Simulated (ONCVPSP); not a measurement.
**silicon: excitation energies, all-electron against ONCV**

* Element: Si (Z = 14)
* Generator: ONCVPSP 4.0.1
* Type: optimised norm-conserving Vanderbilt (ONCV)
* Functional: PBE
* Relativity: scalar-relativistic
* Frozen core: [Ne]
* Valence charge: 4
* Reference configuration: 3s2 3p2
* Partial waves: 3s: rc 1.95 bohr, ncon 4, nbas 8, qcut 4.1 1/bohr, 1 projector; 3p: rc 2.20 bohr, ncon 4, nbas 8, qcut 3.7 1/bohr, 1 projector; d scattering state at 0.16 Ha: rc 1.85 bohr, ncon 5, nbas 10, qcut 4.5 1/bohr, 2 projectors, debl 3.6 Ha
* Local potential: polynomial inside 1.60 bohr (lpopt 5, dvloc0 4 Ha)
* Core correction: none

Energies are relative to the spin-unpolarised reference configuration 3s2 3p2; without spin polarisation the order of configurations can differ from experiment.

```json
{"valence configuration": "3s2 3p0", "charge": "+2", "ΔE all-electron (eV)": "23.733", "error AE − PS (meV)": "-4.0"}
{"valence configuration": "3s1 3p0", "charge": "+3", "ΔE all-electron (eV)": "57.704", "error AE − PS (meV)": "+60"}
```

(1) What are ΔE and the potential's error for 3s1 3p2?

(2) What are ΔE and the potential's error for 3s2 3p1?

Levels in the configuration 3s1 3p2:

```csv
level,all-electron (eV),pseudo (eV)
3s,-19.767,-19.747
3p,-12.287,-12.278
```

## Answers

(1) ΔE = 15.171 eV all-electron; the error (AE − PS) is +7.3 meV.

(2) ΔE = 7.740 eV all-electron; the error (AE − PS) is -0.5 meV.
